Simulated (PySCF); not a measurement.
H2Cl2O2Si, singlet, at a GFN2-xTB geometry, with bond 6-1 at 2.4 times its length; CASSCF(2,3)+NEVPT2/STO-3G in PySCF.

The PySCF input:
```python
from pyscf import gto, scf, mcscf, mrpt
import numpy

mol = gto.M(
    atom='''
O    -0.008266   -1.594028   -0.845014
Si   -0.217609   -0.202805   -0.039765
O    -1.724962   -0.021285    0.528293
Cl    0.221614    1.198093   -1.398517
Cl    0.916836   -0.137093    1.606551
H     0.089423   -3.635556    0.188526
H    -2.473747    0.169442   -0.031739
''',
    basis='sto-3g',
    charge=0,
    spin=0,
    verbose=4,
)

mf = scf.RHF(mol)
mf.kernel()
mc = mcscf.CASSCF(mf, 3, 2)
mc.fix_spin_(ss=0.0)
mc.kernel()
occ = numpy.linalg.eigvalsh(mc.fcisolver.make_rdm1(mc.ci, mc.ncas, mc.nelecas))[::-1]
ss = mc.fcisolver.spin_square(mc.ci, mc.ncas, mc.nelecas)[0]
print('natural occupations', occ.round(4), ' <S^2>', round(ss, 4))
e2 = mrpt.NEVPT(mc).kernel()
print('E(NEVPT2) = %.10f' % (mc.e_tot + e2))
```

Question: Predict the main parts of the log of this PySCF run.

Answer: 
```
PySCF version 2.14.0

[INPUT] verbose = 4
[INPUT] num. atoms = 7
[INPUT] num. electrons = 66
[INPUT] charge = 0
[INPUT] spin (= nelec alpha-beta = 2S) = 0
[INPUT] symmetry False subgroup None
[INPUT] Mole.unit = angstrom
[INPUT] Symbol           X                Y                Z      unit          X                Y                Z       unit  Magmom
[...]
nuclear repulsion = 378.955665527893
number of shells = 23
number of NR pGTOs = 117
number of NR cGTOs = 39
basis = sto-3g
ecp = {}

******** <class 'pyscf.scf.hf.RHF'> ********
method = RHF
initial guess = minao
damping factor = 0
level_shift factor = 0
DIIS = <class 'pyscf.scf.diis.CDIIS'>
diis_start_cycle = 1
diis_space = 8
diis_damp = 0
SCF conv_tol = 1e-09
SCF conv_tol_grad = None
SCF max_cycles = 50
direct_scf = True
direct_scf_tol = 1e-13
Set gradient conv threshold to 3.16228e-05
Initial guess from minao.
init E= -1343.25066230738
[...]
cycle= 1 E= -1343.03598316183  delta_E= 0.215  |g|= 0.695  |ddm|= 3.35
[...]
cycle= 2 E= -1342.79874803879  delta_E= 0.237  |g|= 1.02  |ddm|= 3.03
[...]
cycle= 3 E= -1343.37987415965  delta_E= -0.581  |g|= 0.126  |ddm|= 2.05
[...]
cycle= 4 E= -1343.38853699902  delta_E= -0.00866  |g|= 0.0751  |ddm|= 0.346
[...]
cycle= 5 E= -1343.39067730353  delta_E= -0.00214  |g|= 0.0339  |ddm|= 0.101
[...]
cycle= 6 E= -1343.39130004091  delta_E= -0.000623  |g|= 0.00476  |ddm|= 0.0707
[...]
cycle= 7 E= -1343.39134921877  delta_E= -4.92e-05  |g|= 0.00358  |ddm|= 0.0231
[...]
cycle= 8 E= -1343.39138301831  delta_E= -3.38e-05  |g|= 0.00231  |ddm|= 0.0241
[...]
cycle= 9 E= -1343.39139636976  delta_E= -1.34e-05  |g|= 0.000866  |ddm|= 0.0177
[...]
cycle= 10 E= -1343.3913994733  delta_E= -3.1e-06  |g|= 0.00059  |ddm|= 0.0076
[...]
cycle= 11 E= -1343.39140177347  delta_E= -2.3e-06  |g|= 0.000374  |ddm|= 0.00772
[...]
cycle= 12 E= -1343.39140301382  delta_E= -1.24e-06  |g|= 7.93e-05  |ddm|= 0.00888
[...]
cycle= 13 E= -1343.39140305673  delta_E= -4.29e-08  |g|= 1.53e-05  |ddm|= 0.00185
[...]
cycle= 14 E= -1343.3914030571  delta_E= -3.72e-10  |g|= 5.39e-06  |ddm|= 0.000129
[...]
Extra cycle  E= -1343.39140305712  delta_E= -1.43e-11  |g|= 4.3e-06  |ddm|= 1.64e-05
converged SCF energy = -1343.39140305712

******** <class 'pyscf.mcscf.mc1step.CASSCF'> ********
CAS (1e+1e, 3o), ncore = 32, nvir = 4
max_cycle_macro = 50
max_cycle_micro = 4
conv_tol = 1e-07
conv_tol_grad = None
orbital rotation max_stepsize = 0.02
orbital rotation threshold for CI restart = 0.01
augmented hessian ah_max_cycle = 30
augmented hessian ah_conv_tol = 1e-12
augmented hessian ah_linear dependence = 1e-14
augmented hessian ah_level shift = 1e-08
augmented hessian ah_start_tol = 2.5
augmented hessian ah_start_cycle = 3
augmented hessian ah_grad_trust_region = 3
kf_trust_region = 3
kf_interval = 4
ci_response_space = 4
ci_grad_trust_region = 3
with_dep4 0
natorb = False
canonicalization = True
sorting_mo_energy = False
ao2mo_level = 2
internal_rotation = False
******** <class 'pyscf.fci.addons.SpinPenaltyFCISolver'> ********
max. cycles = 50
conv_tol = 1e-08
davidson only = True
linear dependence = 1e-12
level shift = 0.001
max iter space = 12
nroots = 1
pspace_size = 400
spin = None
CASCI E = -1343.58203601882  S^2 = 0.0000000
Set conv_tol_grad to 0.000316228
macro iter   1 ( 18 JK    4 micro), CASSCF E = -1343.60717060028  dE = -2.51345815e-02  S^2 = 0.0000000
               |grad[o]|=0.118  |grad[c]|=0.0216  |ddm|=0.0564  |maxRot[o]|=0.145
macro iter   2 ( 12 JK    4 micro), CASSCF E = -1343.60727865382  dE = -1.08053538e-04  S^2 = 0.0000000
               |grad[o]|=0.00937  |grad[c]|=0.000123  |ddm|=0.00146  |maxRot[o]|=0.0122
macro iter   3 (  3 JK    1 micro), CASSCF E = -1343.60727865541  dE = -1.58593139e-09  S^2 = 0.0000000
               |grad[o]|=3.11e-05  |grad[c]|=4.74e-06  |ddm|=1.13e-05  |maxRot[o]|=0.000243
1-step CASSCF converged in   3 macro ( 33 JK   9 micro) steps
CASSCF canonicalization
Density matrix diagonal elements [1.23542901e+00 7.63526418e-01 1.04456742e-03]
CASSCF energy = -1343.60727865541
CASCI E = -1343.60727865541  E(CI) = -1.27445516238731  S^2 = 0.0000000
natural occupations [1.2375 0.7625 0.    ]  <S^2> 0.0

******** <class 'pyscf.mrpt.nevpt2.NEVPT'> ********
NEVPT2 (1e+1e, 3o), ncore = 32, nvir = 4
root = 0

WARN: Active orbitals [2] (occs = [1.76856093e-07]) are canonicalized with external orbitals

Natural occ [1.23750949e+00 7.62490337e-01 1.76856093e-07]
Natural orbital (expansion on meta-Lowdin AOs) in CAS space
               #1        #2        #3
0 O 1s           0.00044   0.00053   0.00147
0 O 2s          -0.01517  -0.03458  -0.05376
0 O 2px         -0.06922   0.05932  -0.06503
0 O 2py         -0.37202   0.39502  -0.16938
0 O 2pz          0.58524  -0.56844  -0.09751
1 Si 1s         -0.00000   0.00001   0.00126
1 Si 2s          0.00030   0.00002  -0.00504
1 Si 3s          0.00817   0.00910   0.59722
1 Si 2px        -0.00011   0.00002  -0.00950
1 Si 2py        -0.00033   0.00014  -0.00847
1 Si 2pz        -0.00016   0.00039  -0.00297
1 Si 3px        -0.00810   0.00892   0.29362
1 Si 3py        -0.04357   0.01382   0.26638
1 Si 3pz         0.06741  -0.06452   0.09927
2 O 1s           0.00018  -0.00011   0.00221
2 O 2s          -0.01565   0.01140  -0.11735
2 O 2px         -0.01457   0.00914  -0.11627
2 O 2py          0.02443  -0.01309  -0.08443
2 O 2pz         -0.00366   0.00982   0.09353
3 Cl 1s          0.00004  -0.00004  -0.00034
3 Cl 2s         -0.00063   0.00063   0.00560
3 Cl 3s          0.01681  -0.01529  -0.13093
3 Cl 2px         0.00026  -0.00024  -0.00097
3 Cl 2py         0.00122  -0.00129  -0.00591
3 Cl 2pz        -0.00060   0.00055   0.00738
3 Cl 3px        -0.01588   0.01495   0.03385
3 Cl 3py        -0.07116   0.07728   0.23711
3 Cl 3pz         0.03505  -0.03262  -0.30473
4 Cl 1s         -0.00003   0.00001  -0.00037
4 Cl 2s          0.00048  -0.00028   0.00616
4 Cl 3s         -0.01225   0.00736  -0.14635
4 Cl 2px        -0.00063   0.00048  -0.00519
4 Cl 2py        -0.00043   0.00013   0.00080
4 Cl 2pz        -0.00068   0.00044  -0.00902
4 Cl 3px         0.03807  -0.03161   0.20996
4 Cl 3py         0.02586  -0.01205  -0.03829
4 Cl 3pz         0.03773  -0.02686   0.37220
5 H 1s           0.70411   0.70826  -0.00560
6 H 1s           0.01184  -0.00863   0.12022
<CAS-nat-orb|mo-hf>  33     33       0.98317595
<CAS-nat-orb|mo-hf>  34     34       0.98206752
<CAS-nat-orb|mo-hf>  35     35       0.99882201
Sr    (-1)',   E = -0.00000035367544
Si    (+1)',   E = -0.00030537448421
Sijrs (0)  ,   E = -0.05735707988122
Sijr  (+1) ,   E = -0.02169621543756
Srsi  (-1) ,   E = -0.00185995654941
Srs   (-2) ,   E = -0.00000342914111
Sij   (+2) ,   E = -0.00560019065041
Sir   (0)' ,   E = -0.00229939098771
Nevpt2 Energy = -0.089121990807064
E(NEVPT2) = -1343.6964006462
```
